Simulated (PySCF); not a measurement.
## Computed structure and properties of [Bi(NH3)]3+

System: [Bi(NH3)]3+ (singlet); start: template (C3v). Method: PySCF 2.14.0, RKS PBE0, Bi def2-SVP with ECP60, N def2-SVP, H def2-SVP; non-relativistic Hamiltonian with scalar-relativistic core potentials where named; density fitting; no spin-orbit coupling.

Input of the relaxation:

```python
mol = gto.M(atom='''
Bi     0.00000     0.00000    -0.18312
N     -0.00000    -0.00000     2.17688
H      0.93916     0.00004     2.57488
H     -0.46961     0.81332     2.57488
H     -0.46955    -0.81335     2.57488''',
    basis={'Bi': 'def2-SVP', 'N': 'def2-SVP', 'H': 'def2-SVP'},
    ecp={'Bi': 'def2-SVP'},
    charge=3, spin=0)
mf = dft.RKS(mol, xc='PBE0')
mf.grids.atom_grid = (50, 194)
mf = mf.density_fit()  # fitting sets: Bi def2-universal-JKFIT, N def2-universal-JKFIT, H def2-universal-JKFIT
mf.conv_tol = 1e-08; mf.max_cycle = 55
mf.kernel(dm0)  # dm0: converged density of the start geometry
# quasi-Newton relaxation in Cartesian coordinates to a largest gradient under 0.00045 Eh/bohr, steps kept in the point group
```

Run from Python with OMP_NUM_THREADS=2; the lines above give its settings. Where DIIS fails, smearing, a level shift and second-order steps follow.
It took 6.1 s on 2 threads of Arm Neoverse N1, on a shared host, from the converged density of the start.

Course of the relaxation:

```tsv
step	energy above end (eV)	largest force component within the symmetry (eV/Å)
0	0.0667	1.647
1	0.0028	0.350
2	0.0005	0.110
3	0.0000	0.016
4	0.0000	0.006
```

Relaxed geometry (C3v):

```xyz
5

Bi    0.0000    0.0000   -0.1626
N     0.0000    0.0000    2.1554
H     0.9661    0.0000    2.5752
H    -0.4831    0.8367    2.5752
H    -0.4830   -0.8367    2.5752
```

```tsv
contact	Å
Bi1–N2 (NH3)	2.318
```

On the finer grid (75, 302):

* HOMO: -29.27 eV
* LUMO: -23.43 eV
* Dipole about the centre of mass: 7.31 D
* Set of Mulliken populations of Bi1 outside the core potential: s 3.99, p 6.61, d 10.06
* D3(BJ) dispersion energy (not in the energies): -0.068 eV

```tsv
atom	Mulliken (e)	Löwdin (e)	spin (e)
Bi1	2.35	2.32	0.00
N2	-0.34	0.07	0.00
H3	0.33	0.20	0.00
H4	0.33	0.20	0.00
H5	0.33	0.20	0.00
```

A rough frequency check found all modes real, so this is a minimum.

Taking off one NH3 (charge 0, singlet; the rest: singlet) in vacuum, both parts rigid, costs 7.40 eV; the small basis without counterpoise inflates it. Parting with an electron moved from the ligand to the metal can be far cheaper, even downhill.

Rigid scan of NH3 along the line from its metal:

(distance to N2 (Å), energy (eV)): (2.02, 0.681), (2.12, 0.259), (2.22, 0.056), (2.32, 0.000), (2.42, 0.043), (2.52, 0.149), (2.72, 0.458)

One start shape was tried, so this needn't be the lowest isomer.
